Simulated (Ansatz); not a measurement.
A set of 12 reactions (silylene extrusion), with CCSD(T)/CBS values in kJ/mol:

| reaction | ΔE |
| --- | --- |
| `O[SiH](F)[Si](O)(O)O` → `O[Si](O)(O)O` + `F[SiH]` | 173.9 |
| `C[SiH2][Te]B(O)O` → `OB(O)[TeH]` + `C[SiH]` | 308.3 |
| `C[SiH2]S[SiH2]Cl` → `S[SiH2]Cl` + `C[SiH]` | 301.5 |
| `N[SiH2]CO` → CH₃OH + `N[SiH]` | 144.6 |
| `N[SiH2][SnH3]` → `N[SiH]` + `[SnH4]` | 178.8 |
| `N#C[SiH](F)Cl` → `F[Si]Cl` + `C#N` | 174.9 |
| `F[Si](F)(Cl)N[SiH2]Cl` → `N[Si](F)(F)Cl` + `[SiH]Cl` | 265.8 |
| `O[SiH2]CCl` → `CCl` + `O[SiH]` | 184.4 |
| `C[SiH](O)O` → H₂O + `C[Si]O` | 297.4 |
| `BBC[SiH3]` → `BBC` + `[SiH2]` | 248.7 |
| `NC[SiH](O)O` → CH₃NH₂ + `O[Si]O` | 128.2 |
| `O/C=C(\Cl)[SiH2]O` → `O/C=C\Cl` + `O[SiH]` | 207.0 |

Program: Ansatz. Geometries: PBE0-D4/def2-TZVP. ΔE: electronic, gas phase. CCSD(T)/CBS adds triple-zeta CCSD(T) − MP2 to the extrapolated MP2 energy (def2 sets, frozen cores). Small cases extrapolate CCSD(T) itself. Double bonds are as drawn, so ΔE can hold a change between cis and trans. Functionals use def2-TZVPP. B3LYP here is the variant with VWN-RPA as its local correlation; programs differ in this. def2 core potentials past Kr. For Sn, Te outer-core shells are correlated without core-valence functions, which leaves a few kJ/mol of doubt a bond. Each species was taken in one conformer, which may not be the lowest.

(1) Give the mean, mean absolute and largest difference (level minus CCSD(T)/CBS, kJ/mol) for: PBE-D4, PBE0-D4, B3LYP-D4, ωB97M-V, B2PLYP, r2SCAN, B3LYP, MP2/def2-TZVPP, SCS-MP2/def2-TZVPP, HF/def2-QZVPP, MP2/def2-QZVPP, HF/CBS(def2), MP2/CBS(def2), CCSD/CBS(def2). (An estimate is asked.)

The largest T1 diagnostic in the set is 0.016, for `O[SiH]` (customary mark 0.02).

CCSD(T)/CBS is a level of theory with its own doubt, and the functionals carry their triple-zeta basis error, so these figures describe this set and don't rank the functionals.

Results:

(1) Computed: 
```tsv
level	mean	mean absolute	largest
PBE-D4	-5.0	7.9	-16.1
PBE0-D4	7.6	7.7	18.4
B3LYP-D4	-8.3	8.4	-12.3
ωB97M-V	-8.2	8.2	-14.1
B2PLYP	-9.7	9.7	-14.1
r2SCAN	11.6	11.6	18.2
B3LYP	-23.5	23.5	-30.9
MP2/def2-TZVPP	11.4	11.4	16.8
SCS-MP2/def2-TZVPP	0.3	2.8	7.6
HF/def2-QZVPP	-13.9	16.3	-25.2
MP2/def2-QZVPP	15.2	15.2	22.9
HF/CBS(def2)	-13.9	16.3	-25.1
MP2/CBS(def2)	18.0	18.0	27.4
CCSD/CBS(def2)	-2.6	2.8	-5.7
```
